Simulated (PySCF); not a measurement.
# Dy(OH)3 at several levels of theory

Computed with PySCF 2.14.0 (density fitting, no spin-orbit coupling) at the geometry relaxed with PBE0:

```xyz
7
Dy(OH)3 (singlet in the valence; each metal's 4f electrons, 9 of them, lie in its core potential, out of spins and levels)
Dy    0.0000    0.0000    0.1400
O     2.0467    0.0000    0.1441
H     3.0020    0.0000    0.1478
O    -1.0234    1.7725    0.1441
H    -1.5011    2.5998    0.1478
O    -1.0234   -1.7725    0.1441
H    -1.5010   -2.5999    0.1478
```

| level | basis | state | HOMO (eV) | gap (eV) | charge on Dy1 (e) | population of f-type functions on Dy1 (polarisation alone where 4f lies in the core) | dipole about the centre of mass (D) | largest force component (eV/Å) |
| --- | --- | --- | --- | --- | --- | --- | --- | --- |
| PBE0 | Dy lcecp-1-SVP with ECP55, O def2-SVP, H def2-SVP | singlet | -7.62 | 6.33 | 1.07 | 0.09 | 0.01 | 0.01 |
| TPSSh | the same | singlet | -6.68 | 5.19 | 1.04 | 0.09 | 0.01 | 0.30 |
| PBE0 | Dy lcecp-1-TZVP with ECP55, O def2-TZVP, H def2-TZVP | singlet | -7.88 | 6.52 | 1.64 | 0.10 | 0.02 | 0.27 |

In the lcecp rows the 4f levels are missing from HOMO and gap, and the state counts the valence alone.

Charges are Mulliken's, which hang on the basis. The relaxation used the grid (50, 194), these runs (75, 302) or, all-electron (x2c bases, spin-free X2C Hamiltonian), (99, 590).

Q: What does revPBE with Dy lcecp-1-SVP with ECP55, O def2-SVP, H def2-SVP give here?

A: state singlet, HOMO (eV) -5.87, gap (eV) 3.98, charge on Dy1 (e) 0.88, population of f-type functions on Dy1 (polarisation alone where 4f lies in the core) 0.09, dipole about the centre of mass (D) 0.01, largest force component (eV/Å) 0.59. Time: 12 s on 2 threads of Intel(R) Xeon(R) Platinum 8259CL CPU @ 2.50GHz (Skylake/Cascade Lake) (shared host), from an already converged density.

In the first row's basis the gap widens with exact exchange: 4.0 eV for revPBE (none); 5.2 to 6.3 eV for TPSSh, PBE0 (a fixed share).

An lcecp potential fixes the number of 4f electrons, so in runs with it no electron can move into or out of that shell.
